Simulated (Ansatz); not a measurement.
Diatomic BeAl-, multiplicity 3 (lowest of 2S+1 = 1, 3 at CCSD(T)/def2-TZVPP on PBE0 minima; our sources give no spin for the ground state, which may be another).

The constants come from a fifth-degree fit in 1/R (seven points, main isotopes). Runs in def2 and cc sets follow the lowest solution found near the PBE0 minimum.

Frozen-core correlation.

Codes used: Ansatz (Gaussian orbitals). Each number belongs to the level named beside it.

Energies at CCSD/aug-cc-pV(Q+d)Z:

```json
[
 {"R (Å)": "2.133730", "E (hartree)": "-256.59923734"},
 {"R (Å)": "2.191088", "E (hartree)": "-256.60137045"},
 {"R (Å)": "2.243858", "E (hartree)": "-256.60250610"},
 {"R (Å)": "2.303510", "E (hartree)": "-256.60301774"},
 {"R (Å)": "2.363163", "E (hartree)": "-256.60287743"},
 {"R (Å)": "2.431993", "E (hartree)": "-256.60209703"},
 {"R (Å)": "2.512295", "E (hartree)": "-256.60058583"}
]
```

**Question.** With a reduced mass of 6.7557 u, find the minimum, the force constant and the constants.

**Answer.** A fifth-degree polynomial in 1/R puts the minimum at r_e = 2.3186 Å with force constant 74.8 N/m. Then ω_e = (1/2πc)√(k/μ) = 433 cm⁻¹ and B_e = h/(8π²cμr_e²) = 0.4642 cm⁻¹; the cubic and quartic terms give α_e = 0.0067 and ω_e x_e = 5.5 cm⁻¹.

Ansatz is a first-principles code.
